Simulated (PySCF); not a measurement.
## Correlation energy of P (phosphorus, neutral)

[Ne] 3s2 3p2 4s1, high-spin 4P determinant (an excited configuration). Computed with PySCF 2.14 in aug-cc-pV(Q+d)Z (7s6p5d3f2g, 89 functions), with no relativity, point nucleus. Frozen: [Ne]; 5 electrons correlated.

| level | correlation energy (mhartree) |
| --- | --- |
| CCSD | -95.64 |
| (T) | -3.83 |
| CCSD(T) | -99.47 |

Diagnostics: T1 = 0.018, D1 = 0.0543, largest double amplitude 0.097.

Question: Is a single reference adequate?

Answer: Mostly. T1 lies below 0.03, but a double amplitude of this size points to a near-degeneracy that CCSD handles and MP2 describes poorly.
